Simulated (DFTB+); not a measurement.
DFTB+ input (SCC-DFTB): The folder sk holds the Slater-Koster set scc that CP2K ships.

```
Geometry = xyzFormat {
4

S      1.56923700    -0.30499000     0.11767700
C      0.09578600    -0.03208300     0.02546600
S     -1.48646500     0.34133100    -0.18265000
H     -1.89906300    -0.38896000     0.88676800
}
Driver = GeometryOptimization {
  Optimizer = Rational {}
  MaxSteps = 500
  OutputPrefix = "geo_end"
  Convergence { GradElem = 1e-5 }
}
Hamiltonian = DFTB {
  SCC = Yes
  SCCTolerance = 1e-8
  MaxSCCIterations = 300
  Charge = 1
  SlaterKosterFiles = Type2FileNames {
    Prefix = "sk/"
    Separator = ""
    Suffix = ".spl"
    LowerCaseTypeName = Yes
  }
  MaxAngularMomentum {
    C = "p"
    H = "s"
    S = "d"
  }
  Filling = Fermi { Temperature [K] = 0 }
}
ParserOptions { ParserVersion = 14 }
```

Output:

```
|===============================================================================
|
|
|  Copyright (C) 2006 - 2025  DFTB+ developers group
|
|===============================================================================
|
|  When publishing results obtained with DFTB+, please cite the following
|  reference:
|
|    Recent Developments in DFTB+, a Software Package for Efficient Atomistic
|    Quantum Mechanical Simulations, J. Phys. Chem. A 129, 5373−5390 (2025).
|    [https://doi.org/10.1021/acs.jpca.5c01146]
|
|  You should also cite additional publications crediting the parametrization
|  data you use. Please consult the documentation of the SK-files for the
|  references.
|
|===============================================================================

Reading input file 'dftb_in.hsd'
Parser version: 14

--------------------------------------------------------------------------------
Reading SK-files:
./sk/ss.spl
./sk/sc.spl
./sk/sh.spl
./sk/cc.spl
./sk/ch.spl
./sk/hh.spl
Done.

Processed input in HSD format written to 'dftb_pin.hsd'

Starting initialization...
--------------------------------------------------------------------------------
WARNING!
-> Dipole printed for a charged system : origin dependent quantity
Mode:                        Geometry optimisation relaxation
Self consistent charges:     Yes
SCC-tolerance:                 0.100000E-07
Max. scc iterations:                    300
Shell resolved Hubbard:      No
Spin polarisation:           No
Nr. of up electrons:             8.000000
Nr. of down electrons:           8.000000
Periodic boundaries:         No
Electronic solver:           Relatively robust
Mixer:                       Broyden mixer
Mixing parameter:                  0.200000
Nr. of chrg. vec. in memory:            300
Max. SCC-cycles:                        300
Max. nr. of geometry steps:             500
Electronic temperature:              0.100000E-07 H      0.272114E-06 eV
Initial charges:             Set automatically (system chrg:   0.100E+01)
Included shells:             S:  s, p, d
                             C:  s, p
                             H:  s
Extra options:
[...]

>> Charges saved for restart in charges.bin

total energy  -6.5909644E+00 H       energy change -2.8441249E-10 H
gradient norm  1.6629561E-05 H/a0    max. gradient  9.9486036E-06 H/a0
step length    1.6943257E-05 a0      max. step      1.0127212E-05 a0

Geometry converged

 Fermi distribution function

Geometry optimization step: 61

********************************************************************************
 iSCC Total electronic   Diff electronic      SCC error
    5   -0.67563547E+01   -0.17763568E-14    0.36415315E-13
********************************************************************************

 Total charge:     1.00000000

 Atomic gross charges (e)
 Atom           Charge
    1       0.38036618
    2       0.16464138
    3       0.21524981
    4       0.23974264

Nr. of electrons (up):     16.00000000
Atom populations (up)
 Atom       Population
    1       5.61963382
    2       3.83535862
    3       5.78475019
    4       0.76025736

l-shell populations (up)
 Atom Sh.   l       Population
    1   1   0       1.80038992
    1   2   1       3.73795615
    1   3   2       0.08128775
    2   1   0       1.30029156
    2   2   1       2.53506706
    3   1   0       1.74003833
    3   2   1       3.97709785
    3   3   2       0.06761401
    4   1   0       0.76025736

Orbital populations (up)
 Atom Sh.   l   m       Population  Label
    1   1   0   0       1.80038992  s
    1   2   1  -1       1.33878427  p_y
    1   2   1   0       1.27018804  p_z
    1   2   1   1       1.12898384  p_x
    1   3   2  -2       0.03765226  d_xy
    1   3   2  -1       0.00083427  d_yz
    1   3   2   0      -0.00011217  d_z2
    1   3   2   1       0.03918907  d_xz
    1   3   2   2       0.00372431  d_x2-y2
    2   1   0   0       1.30029156  s
    2   2   1  -1       0.84257938  p_y
    2   2   1   0       0.83527870  p_z
    2   2   1   1       0.85720899  p_x
    3   1   0   0       1.74003833  s
    3   2   1  -1       1.54175698  p_y
    3   2   1   0       1.44306871  p_z
    3   2   1   1       0.99227216  p_x
    3   3   2  -2       0.03161442  d_xy
    3   3   2  -1      -0.00525555  d_yz
    3   3   2   0      -0.00333512  d_z2
    3   3   2   1       0.03884875  d_xz
    3   3   2   2       0.00574151  d_x2-y2
    4   1   0   0       0.76025736  s

Fermi level:                        -0.4750906945 H          -12.9279 eV
Band energy:                       -11.2096216524 H         -305.0293 eV
TS:                                  0.0000000000 H            0.0000 eV
Band free energy (E-TS):           -11.2096216524 H         -305.0293 eV
Extrapolated E(0K):                -11.2096216524 H         -305.0293 eV
Input / Output electrons (q):     16.0000000000     16.0000000000

Energy H0:                          -6.8907069917 H         -187.5057 eV
Energy SCC:                          0.1343522674 H            3.6559 eV
Total Electronic energy:            -6.7563547244 H         -183.8498 eV
Repulsive energy:                    0.1653903437 H            4.5005 eV
Total energy:                       -6.5909643807 H         -179.3493 eV
Extrapolated to 0:                  -6.5909643807 H         -179.3493 eV
Total Mermin free energy:           -6.5909643807 H         -179.3493 eV
Force related energy:               -6.5909643807 H         -179.3493 eV

Non-constrained calculation

SCC converged

Full geometry written in geo_end.{xyz|gen}

Warning: dipole moment is not defined absolutely!
Dipole moment:   -0.29577605   -0.25382677    0.40065260 au
Dipole moment:   -0.75178779   -0.64516334    1.01835742 Debye

Geometry converged
```

The dipole moment of an ion depends on the origin.

The geometry given is a B3LYP-D3(BJ)/def2-TZVP minimum.
